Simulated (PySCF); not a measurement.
PySCF input:

```python
from pyscf import gto, scf, dft

mol = gto.M(
    atom='''
    Si    0.01682677    0.02100607    1.18504847
    Br    0.95298677   -1.49153430   -0.22422480
    Br   -0.95971748    1.48313187   -0.24979458
    ''',
    basis='def2-tzvpd',
    charge=0,
    spin=2,
    verbose=4,
)

mf = dft.UKS(mol, xc='m062x').density_fit(auxbasis='def2-universal-jkfit')
mf.grids.level = 4
mf.conv_tol = 1e-9
mf.max_cycle = 100
mf.max_memory = 1500
mf.kernel()
if not mf.converged:
    mf = mf.newton()
    mf.kernel(mf.make_rdm1())
for _ in range(2):
    mo, _, stable, _ = mf.stability(return_status=True)
    if stable:
        break
    mf.kernel(mf.make_rdm1(mo, mf.mo_occ))
mf.analyze()
```

Question: Predict the final energy.

Answer: -5437.85449 Eh (M06-2X/def2-TZVPD).

This state (charge 0, triplet) is run at the relaxed geometry of the species with charge 0 and multiplicity 1, and is a spin state other than that species' own.
